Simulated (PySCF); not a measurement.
Debugging a PySCF script (FSSc)

```python
from pyscf import gto, scf, mp

mol = gto.M(
    atom='Sc 0.0447 0.4915 0.3472; S -0.0353 -0.3873 -1.6168; F -0.0464 -0.5092 1.9013',
    basis='sbkjc',
    ecp={'Sc': 'sbkjc', 'S': 'sbkjc', 'F': 'sbkjc'},
    charge=0,
    spin=0,
    symmetry=True,
    verbose=4,
)
mf = scf.RHF(mol)
mf = mf.density_fit(auxbasis='def2-universal-jkfit')
mf.kernel()
mp.MP2(mf, frozen=23).kernel()
mf.dip_moment()
print('orbital energies (hartree):', mf.mo_energy[..., max(0, mol.nelec[1]-3):mol.nelec[0]+3].round(4))
```

```bash
$ OMP_NUM_THREADS=1 python input.py
```

The log, shortened:

```
[earlier lines left out]
******** <class 'pyscf.df.df_jk.DFSymAdaptedRHF'> ********
method = DFSymAdaptedRHF
initial guess = minao
damping factor = 0
level_shift factor = 0
DIIS = <class 'pyscf.scf.diis.CDIIS'>
SCF conv_tol = 1e-09
SCF max_cycles = 50
Freeze 0 electrons in irreps []
    24 free electrons in irreps A' A"
Initial guess from minao.
******** <class 'pyscf.df.df.DF'> ********
auxbasis = def2-universal-jkfit
init E= -77.7095271555329
cycle= 1 E= -79.7192202145685  delta_E= -2.01  |g|= 0.813  |ddm|= 4.22
cycle= 2 E= -79.8310858381733  delta_E= -0.112  |g|= 0.63  |ddm|= 1.91
cycle= 3 E= -79.9397877524649  delta_E= -0.109  |g|= 0.0992  |ddm|= 1.04
cycle= 4 E= -79.9449826389867  delta_E= -0.00519  |g|= 0.0502  |ddm|= 0.17
cycle= 5 E= -79.9467364923856  delta_E= -0.00175  |g|= 0.0171  |ddm|= 0.155
cycle= 6 E= -79.9472839310695  delta_E= -0.000547  |g|= 0.00682  |ddm|=  0.1
cycle= 7 E= -79.947389615734  delta_E= -0.000106  |g|= 0.00204  |ddm|= 0.0533
cycle= 8 E= -79.9473994745501  delta_E= -9.86e-06  |g|= 0.000662  |ddm|= 0.0146
cycle= 9 E= -79.9474003686874  delta_E= -8.94e-07  |g|= 0.000259  |ddm|= 0.00285
cycle= 10 E= -79.9474005166024  delta_E= -1.48e-07  |g|= 8.95e-05  |ddm|= 0.00142
cycle= 11 E= -79.9474005350345  delta_E= -1.84e-08  |g|= 3.46e-05  |ddm|= 0.000551
cycle= 12 E= -79.9474005376192  delta_E= -2.58e-09  |g|= 1.28e-05  |ddm|= 0.000189
cycle= 13 E= -79.9474005379734  delta_E= -3.54e-10  |g|= 6.47e-06  |ddm|= 5.66e-05
Extra cycle  E= -79.9474005380317  delta_E= -5.83e-11  |g|= 4.29e-06  |ddm|= 1.55e-05
converged SCF energy = -79.9474005380317

******** <class 'pyscf.mp.dfmp2.DFRMP2'> ********
AssertionError
```

Question: Which setting is at fault, why, and what does a mended input give?

Answer: The frozen orbitals (23): freezing this many orbitals leaves no occupied orbital to correlate. With this edit
```diff
- mp.MP2(mf, frozen=23).kernel()
+ mp.MP2(mf).kernel()
```
the run finishes: E(SCF) = -79.947401 Eh, 13 cycles, E(MP2) − E(SCF) = -0.40295 Eh, μ(SCF) = 8.35 D.
